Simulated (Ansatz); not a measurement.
Two structures of C2H8Zn, closed shell, reached by relaxing down either side of one saddle point (PBE0-D4/def2-TZVP). Energies are electronic, without zero-point energy. Computed with Ansatz 0.2.0 (basis: def2-TZVPP and def2-QZVPP); correlated methods freeze the cores. The 3s and 3p shells of Cu and Zn are frozen; filled d shells are correlated. Extrapolation: Hartree–Fock as exp(−7.88 √X), correlation as X^−2.97. First:

| atom | x (Å) | y (Å) | z (Å) |
| --- | --- | --- | --- |
| Zn1 | 0.0823 | -0.2714 | 0.4989 |
| C2 | 0.9068 | 1.2465 | 1.3878 |
| C3 | -0.7415 | -1.7928 | -0.3858 |
| H4 | -0.2232 | 1.5591 | -2.1659 |
| H5 | -0.5200 | 0.8951 | -2.3367 |
| H6 | 1.9531 | 1.3566 | 1.0902 |
| H7 | 0.3895 | 2.1767 | 1.1372 |
| H8 | 0.8801 | 1.1332 | 2.4749 |
| H9 | -0.7836 | -2.6631 | 0.2744 |
| H10 | -1.7641 | -1.5605 | -0.6959 |
| H11 | -0.1794 | -2.0794 | -1.2790 |

Second:

| atom | x (Å) | y (Å) | z (Å) |
| --- | --- | --- | --- |
| Zn1 | -0.8808 | -0.2127 | -1.4617 |
| C2 | 0.9096 | 1.4817 | 0.9390 |
| C3 | -0.6878 | -1.8213 | -0.3913 |
| H4 | 0.6649 | 1.9719 | -0.0042 |
| H5 | -1.0446 | 1.0548 | -2.3301 |
| H6 | 1.4350 | 0.5461 | 0.7472 |
| H7 | 1.5486 | 2.1400 | 1.5271 |
| H8 | -0.0053 | 1.2766 | 1.4948 |
| H9 | -0.8290 | -1.6018 | 0.6703 |
| H10 | -1.4193 | -2.5811 | -0.6779 |
| H11 | 0.3089 | -2.2542 | -0.5131 |

(1) Which bonds change from the first to the second?

(2) Give the saddle point's structure and its height above each. (Judge from chemistry; the value comes from the calculation.)

The T1 diagnostic stays at or below 0.014.

Answers

(1) C₂H₆Zn ([CH3][Zn][CH3]) + H₂ → CH₄Zn ([CH3][ZnH]) + CH₄; bonds formed: Zn1–H5, C2–H4; bonds broken: Zn1–C2, H4–H5.

(2) The calculation gives: 177.9 kJ/mol above the first and 217.1 kJ/mol above the second (CCSD(T) at an estimated basis limit (MP2 extrapolated from triple and quadruple zeta, plus CCSD(T) − MP2 in triple zeta)).
```xyz
11
angstrom
Zn -0.2257 -0.0740 -0.4451
C 0.7548 1.4028 0.8193
C -0.7146 -1.9463 -0.4091
H 0.1436 1.5137 -0.5712
H -0.3428 1.3349 -1.5278
H 1.7289 0.9336 0.9813
H 0.9349 2.4700 0.6534
H 0.1557 1.3173 1.7300
H -0.5285 -2.3843 0.5728
H -1.7718 -2.0682 -0.6526
H -0.1343 -2.4995 -1.1509
```

Labels in which every atom is bracketed show which atoms are joined, not bond orders.

For scale, one of the runs: CCSD(T)/def2-TZVPP, 238 basis functions, launched by `ansatz run in.yaml --threads 8 --pin off --events-out ev --progress --plain --max-ram 19148MiB`. Hardware: 8 CPU threads of an Arm Neoverse V2, shared host. Wall time 44 s; peak host memory 4.4 GiB.
